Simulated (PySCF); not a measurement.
H9NSi4.
SMILES: `N1[SiH2][SiH2][SiH2][SiH2]1`

Jobs on this species (14 atoms, 72 electrons) with PySCF (density fitting). Hardware of each: one thread of an Arm Neoverse V1, no GPU, shared host. The host was shared with other jobs, so the times are rough. Peak memory is the resident size of the whole Python process, interpreter and libraries included.

```csv
level and settings,work,basis functions,SCF cycles,wall time,peak memory
"delta-SCF UKS PBE0, pcX-2 on the ionised atom, pcseg-1 elsewhere, spin-free X2C","ΔSCF core ionisation, 5 holes",173,?,?,?
"delta-SCF UKS B3LYP, pcX-2 on the ionised atom, pcseg-1 elsewhere, spin-free X2C","ΔSCF core ionisation, 5 holes",173,?,?,?
"delta-SCF UKS SCAN, pcX-1 on the ionised atom, pcseg-1 elsewhere, spin-free X2C","ΔSCF core ionisation, 5 holes",153,65,34 s,0.50 GiB
"PBE0-D3(BJ)/def2-SVP, grid level 1",geometry optimisation from a GFN2-xTB start shaken at random,131,30,49 s,0.51 GiB
"delta-SCF UKS SCAN, pcX-2 on the ionised atom, pcseg-1 elsewhere, non-relativistic","ΔSCF core ionisation, 5 holes",173,67,40 s,0.67 GiB
"delta-SCF UKS SCAN, pcX-2 on the ionised atom, pcseg-1 elsewhere, spin-free X2C","ΔSCF core ionisation, 5 holes",173,67,39 s,0.70 GiB
"delta-SCF UKS PBE, pcX-2 on the ionised atom, pcseg-1 elsewhere, spin-free X2C","ΔSCF core ionisation, 5 holes",173,68,27 s,0.70 GiB
"delta-SCF UKS HF, pcX-2 on the ionised atom, pcseg-1 elsewhere, spin-free X2C","ΔSCF core ionisation, 5 holes",173,61,40 s,0.61 GiB
"delta-SCF UKS SCAN, def2-TZVP on the ionised atom, pcseg-1 elsewhere, spin-free X2C","ΔSCF core ionisation, 5 holes",150,66,38 s,0.51 GiB
```

Problem. Fill in the missing figures.

Solution. 
- delta-SCF UKS PBE0, pcX-2 on the ionised atom, pcseg-1 elsewhere, spin-free X2C; ΔSCF core ionisation, 5 holes: 54 s, 0.76 GiB, 60 SCF cycles
- delta-SCF UKS B3LYP, pcX-2 on the ionised atom, pcseg-1 elsewhere, spin-free X2C; ΔSCF core ionisation, 5 holes: 54 s, 0.78 GiB, 61 SCF cycles

Problem. What do all jobs in the table cost together?

Solution. About 6.2 min; the longest takes about 14 % of that, and about 2 times as long as the shortest.
